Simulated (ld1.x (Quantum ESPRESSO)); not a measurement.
Values are calculated unless marked as measured or tabulated.
**Pseudopotentials across the periodic table**

Generated with ld1.x 7.5 (TM, RRKJ, ultrasoft, PAW), atompaw 4.2 or ONCVPSP 4.0.1. The cutoff is in Ry: for ld1.x and atompaw files where the sum of valence levels is converged to 10 mRy in a Bessel basis, for ONCV files where the hardest occupied wave has 1 mHa per electron of residual kinetic energy. The error is the largest all-electron minus pseudo excitation energy over each file’s own four to seven test configurations (ionisations up to +4, promotions, holes and added fractions of an electron), all of which were solved. The labels leave out finer settings (local radius, basis sizes, second energies), which also bear on the numbers. Spin-polarised tests are not counted. The rows are a selection from randomly drawn settings: files with unsolved tests, undetermined cutoffs or missed reference levels are left out.

A true bound ghost makes a file unfit for plane-wave use even where its test errors are small: the radial tests pick states by their node count and pass the ghost by.

| element | potential | cutoff (Ry) | largest error (meV) | bound ghosts |
| --- | --- | --- | --- | --- |
| F | TM, PBEsol, scalar-relativistic, rc 1.18/2.52/2.52 (spd), local p, core correction no, reference 2s2 2p5 | 45 | +6138 | none |
| P | TM, BLYP, scalar-relativistic, rc 1.65/1.70 (sp), local s, core correction no, reference 3s2 3p2 | 30 | +420 | none |
| Cu | ultrasoft, PBEsol, scalar-relativistic, rc 1.75/2.60/1.60 (spd), local smoothed, core correction no, reference 3d9 4s0 4p0 | 45 | -99 | none |
| Ru | TM, PBEsol, scalar-relativistic, rc 1.75/1.55/1.55 (spd), local d, core correction no, reference 4s2 4p6 4d7 5s0 5p0 | 55 | +938 | none |
| I | ultrasoft, BLYP, scalar-relativistic, rc 2.74/2.20 (sp), local smoothed, core correction no, reference 5s2 5p5 | 10 | +174 | d |
| Xe | TM, PBE, scalar-relativistic, rc 1.75/1.95 (sp), local s, core correction no, reference 5s2 5p4 | 35 | -26 | d |
| Ba | TM, LDA (PZ), non-relativistic, rc 4.15/4.20/4.20 (spd), local s, core correction no, reference 5d0 6s1.75 6p0.25 | 6 | +284 | none |

(1) Fill in the row for N: RRKJ, PBE, non-relativistic, rc 1.00/1.10/0.85 (spd), local d, core correction yes, reference 2s2 2p3.

Results:

(1) cutoff 80 Ry, largest error +616 meV, bound ghosts: none.
